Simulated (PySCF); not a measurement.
Below is a simulated gas-phase C 1s photoelectron spectrum of `C=C(C)C(=C)C(C)(C)C`.

Every computed line was given a Gaussian of 0.6 eV full width at half maximum and an area set by the number of equivalent atoms; the highest printed point is 100. The calculation used PySCF 2.14.0, delta-SCF UKS SCAN, pcX-2 on the ionised atom, pcseg-1 elsewhere, spin-free X2C.

binding energy (eV), intensity and a bar:
```
    288.7          0 
    288.8          0 
    288.9          1 
    289.0          2 #
    289.1          5 #
    289.2         10 ###
    289.3         17 #####
    289.4         25 #######
    289.5         32 ##########
    289.6         37 ###########
    289.7         39 ############
    289.8         43 #############
    289.9         50 ###############
    290.0         63 ###################
    290.1         79 ########################
    290.2         93 ############################
    290.3        100 ##############################
    290.4         97 #############################
    290.5         85 #########################
    290.6         67 ####################
    290.7         48 ##############
    290.8         31 #########
    290.9         18 #####
    291.0          9 ###
    291.1          4 #
    291.2          2 
    291.3          1 
    291.4          0
```

Question: How many maxima does the curve show, and how many computed lines lie under it?

Answer: The curve has 1 maximum (at 290.3 eV). Under it lie 7 lines from 7 inequivalent carbon sites. At this width some lines have no maximum of their own.

Question: Decompose the envelope and assign each component. Numbering: `[CH2:1]=[C:2]([CH3:3])[C:4](=[CH2:5])[C:6]([CH3:7])([CH3:8])[CH3:9]`.

Answer: 
```
position (eV)  relative area  line     atoms                      environment
       289.57              1  C 1s        C5             terminal =CH2 carbon
       289.63              1  C 1s        C1             terminal =CH2 carbon
       290.15              1  C 1s        C4  fully substituted alkene carbon
       290.26              3  C 1s  C7/C8/C9                    methyl carbon
       290.35              1  C 1s        C2  fully substituted alkene carbon
       290.54              1  C 1s        C3                   allylic carbon
       290.58              1  C 1s        C6                   allylic carbon
```

The listed C 1s values span 1.01 eV, from C5 (bonded to C (double bond) and 2 H) to C6 (bonded to 4 C). The widest gap between neighbouring values is 0.52 eV, between 289.63 and 290.15 eV. Summing the Pauling electronegativity differences to the bonded atoms, each weighted by its formal bond order, gives -0.70 for the lowest site and 0.00 for the highest; no listed site has a larger sum than the highest. The smallest sum, -1.05, belongs to C7/C8/C9, 0.69 eV above the lowest. The values 290.54 and 290.58 eV lie too close for their order to be trusted.

No satellites, vibrations or lifetime broadening are included. Topologically equivalent atoms share the value of their first member; where this conformer doesn't relate them by symmetry, their own values could differ. Spin contamination (⟨S²⟩ against 0.75 for a pure doublet) is marked for C 1s of C2 (0.87) and C 1s of C4 (0.86), which makes these values less certain. Geometry: PBE0-D3(BJ)/def2-SVP, one conformer, isolated molecule.

Conformer computed: `[CH2:1]=[C:2]([CH3:3])[C:4](=[CH2:5])[C:6]([CH3:7])([CH3:8])[CH3:9]`: C1–C2–C4–C5 97°, C2–C4–C6–C7 -170°.
